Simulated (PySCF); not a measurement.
An unknown shows these calculated signals:

1H NMR (400 MHz, computed): δ 8.29 (d, 1H), 7.41 (m, 1H), 7.25 (m, 1H), 7.25 (m, 1H), 5.67 (br s, 1H), 2.79 (s, 3H).

13C{1H} NMR (computed): δ 170.6 (C), 152.9 (C), 139.4 (CH), 138.9 (CH), 137.8 (CH), 131.2 (CH), 129.9 (C), 26.8 (CH3).

Computed data (PySCF 2.14): PBE0-D3(BJ)/def2-SVP geometry, GIAO B3LYP/pcSseg-1 shieldings. Relativity neglected, a single conformation, gas phase, averaged over atoms made equivalent by symmetry, fast rotation or ring inversion.

References, each an isolated molecule treated in the same way: TMS for 1H (σ = 31.38 ppm), 13C (σ = 179.24 ppm).

Question: Which of these does the molecule contain: an OH group, an amide, a ketone, a benzene ring, an aldehyde, a carboxylic acid?

Answer: 
- An OH group: yes (δH 5.67 (br s)).
- An amide: no.
- A ketone: no.
- A benzene ring: yes.
- An aldehyde: no.
- A carboxylic acid: yes (δC 170.6; δH 5.67 (br s)).

The data belong to o-toluic acid, C8H8O2; they needn't prove each group on their own.

Carbon signals by region: 1 in the far downfield region (above 160 ppm), 6 in the sp2 and nitrile region (100–160 ppm), 1 below 50 ppm. Above 160 ppm: 170.6, carboxylic acid carbon.

OH and NH positions are those of a molecule without intermolecular hydrogen bonds; in solution they move with solvent, concentration and temperature, and exchange usually removes their couplings. Shifts are as computed. Against solution values, carbons near 30 ppm lie about +2 ppm off and those near 130 ppm about +6 ppm. Of 1211 compounds with measured shifts, 218 miss one by over three times the rms of a fit or turn the order of signals round; such compounds aren't used in these exercises. Hydrogen bonding in solution deshields acid and N–H amide carbonyl carbons by as much as 10 ppm beyond these values. No couplings were computed; multiplicities are counted from neighbouring protons, with m where these are inequivalent, close in shift, in a saturated or five-membered ring or joined by F or P, and br s for small geminal =CH2 splittings.
